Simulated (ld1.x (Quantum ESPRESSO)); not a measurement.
The numbers below are computed, except where a source is named.
Hardness and transferability of assorted potentials

Generated with ld1.x 7.5 (TM, RRKJ, ultrasoft, PAW), atompaw 4.2 or ONCVPSP 4.0.1. The cutoff is in Ry: for ld1.x and atompaw files where the sum of valence levels is converged to 10 mRy in a Bessel basis, for ONCV files where the hardest occupied wave has 1 mHa per electron of residual kinetic energy. The error is the largest all-electron minus pseudo excitation energy over each file’s own four to seven test configurations (ionisations up to +4, promotions, holes and added fractions of an electron), all of which were solved. The labels leave out finer settings (local radius, basis sizes, second energies), which also bear on the numbers. Spin-polarised tests are not counted. The rows are a selection from randomly drawn settings: files with unsolved tests, undetermined cutoffs or missed reference levels are left out.

A true bound ghost makes a file unfit for plane-wave use even where its test errors are small: the radial tests pick states by their node count and pass the ghost by.

| element | potential | cutoff (Ry) | largest error (meV) | bound ghosts |
| --- | --- | --- | --- | --- |
| As | PAW, PBE, scalar-relativistic, rc 1.80/2.00 (sp), local smoothed, core correction yes, reference 4s2 4p3 | 10 | -518 | none |
| I | TM, PBE, fully relativistic, rc 1.35/1.65/1.50 (spd), local smoothed, core correction no, reference 4d10 5s2 5p5 | 110 | -283 | s, p3/2, p1/2 |
| Sm | TM, LDA (PZ), fully relativistic, rc 3.60/3.65/2.75 (spd), local p, core correction yes, reference 5d1 6s1 6p0 | 15 | -66 | none |
| Hf | TM, PBE, scalar-relativistic, rc 3.00/3.15/2.95/3.10 (spdf), local p, core correction yes, reference 5d2 6s1 6p0 | 18 | -288 | none |
| Os | ultrasoft, PBE, scalar-relativistic, rc 2.65/3.70/1.65 (spd), local smoothed, core correction yes, reference 5d6 6s2 6p0 | 40 | -440 | none |

Task: Fill in the row for O: TM semilocal, LDA (PZ), scalar-relativistic, rc 0.65/2.20 (sp), local s, core correction no, reference 2s2 2p4.

Result: cutoff 140 Ry, largest error +3080 meV, bound ghosts: none.
